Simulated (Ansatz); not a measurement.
WSe₂. Charge 0, multiplicity 1. Geometry PBE-D4/def2-TZVPD, that of the charge -1 doublet.

Cartesian coordinates in Å:
```
W -0.244 -0.555 0.253
Se 0.117 1.145 1.772
Se 0.126 -0.590 -2.025
```

In the def2 sets W takes a core potential; there is no spin–orbit coupling. A triplet lies near this restricted singlet, and broken spin symmetry wasn't tried. At PBE0-D4/def2-TZVPD a triplet of charge 0 lies 0.98 eV below the restricted singlet at the same geometry. The structure comes from a short search, and lower isomers may exist.

Q: Estimate the orbital energies around the gap (eV) in Ansatz with PBE-D4/def2-TZVPD, r2SCAN-D4/def2-TZVPD, PBE0-D4/def2-TZVPD.

A: 
```
orbital  PBE-D4/def2-TZVPD  r2SCAN-D4/def2-TZVPD  PBE0-D4/def2-TZVPD
 HOMO−5              -8.09                 -8.37               -9.24
 HOMO−4              -7.52                 -7.70               -8.51
 HOMO−3              -7.48                 -7.67               -8.49
 HOMO−2              -6.97                 -7.14               -7.88
 HOMO−1              -6.50                 -6.72               -7.47
   HOMO              -5.31                 -5.51               -6.49
   LUMO              -5.09                 -5.10               -4.40
 LUMO+1              -5.07                 -5.06               -4.27
 LUMO+2              -3.73                 -3.56               -2.96
 LUMO+3              -3.52                 -3.46               -2.88
 LUMO+4              -1.61                 -1.44               -1.05
 LUMO+5              -0.65                 -0.38               -0.10
```
